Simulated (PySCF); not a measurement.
**Adding and removing an electron: LiSn**

PBE; basis Li def2-SVPD, Sn def2-SVPD with ECP28; scalar-relativistic core potentials; PySCF 2.14. Neutral (UKS): quartet (σ ↑, π ↑↑), Re = 2.598 Å, ωe = 352 cm⁻¹, De = 1.52 eV, HOMO -3.58 eV, LUMO -2.84 eV.

LiSn⁺ (UKS): triplet (σ ↑, π ↑), Re = 3.042 Å, ωe = 200 cm⁻¹, De = 0.88 eV to Li⁺ + Sn. The energies at the minima are -221.75408 hartree for LiSn and -221.52842 for LiSn⁺.

(1) Work out the adiabatic ionisation energy, without and with harmonic zero-point energies (1 hartree = 27.2114 eV, 1 eV = 8065.5 cm⁻¹), and the change of the bond length.

These are scalar-relativistic numbers at best; spin–orbit coupling would shift them, the dissociation energy most. For an ion De counts to the pair picked by the measured ionisation energies or electron affinities, which need not be the lowest pair at this level. States were picked by a PBE0 search and need not be the measured ground states.

Answers

(1) At PBE: 0.22566 hartree = 6.141 eV between the minima; the zero-point term (200.0 − 352.0)/2 cm⁻¹ = -0.009 eV makes it 6.131 eV. Re changes by +44.4 pm against the neutral. The electron leaves a π orbital, and the ion is left as a loose complex of an ion and an atom.
